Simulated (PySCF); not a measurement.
**A small calculation by hand: chemical shift, span and skew from a shielding tensor**

C4H6OS, SMILES S[C@@H]1C(=O)CC1. Atoms are numbered in the order given.

```xyz
12

O      0.0036    -1.9600     0.6674
C     -0.5300    -0.9325     0.3334
C     -1.8016    -0.5895    -0.4634
C     -1.1389     0.7703    -0.8193
C     -0.0760     0.5483     0.3038
S      1.6788     0.9543     0.1042
H     -2.0589    -1.2910    -1.2818
H     -2.6814    -0.4914     0.2065
H     -0.6657     0.7571    -1.8197
H     -1.7617     1.6788    -0.7238
H     -0.3923     1.0419     1.2483
H      1.9491    -0.0631    -0.7631
```

Coordinates come from a PBE-D3(BJ)/def2-SVP optimisation. The structure was generated by enumeration; whether it is a known compound was not checked. The values are those of a single conformer.

GIAO shieldings from HF/pcSseg-1 run with PySCF, non-relativistic, no solvent. The symmetric part of the tensor of C5 has the principal values 93.9, 150.4, 169.9 ppm. The same nucleus in TMS has σ = 192.6 ppm at this level (PySCF, at its B3LYP-D3(BJ)/def2-TZVP geometry).

Question: Work out the isotropic shielding, the ¹³C shift against TMS, the span and the skew.

Answer: 
σ(iso) = (σ11 + σ22 + σ33)/3 = 138.1 ppm. δ = σ(ref) − σ(iso) = 192.6 − (138.1) = 54.5 ppm.
Span Ω = σ33 − σ11 = 76.0 ppm. Skew κ = 3(σ(iso) − σ22)/Ω = -0.49. Tumbling in solution averages the tensor to δ; in a static solid the shielding alone would spread this spin-1/2 line over Ω.
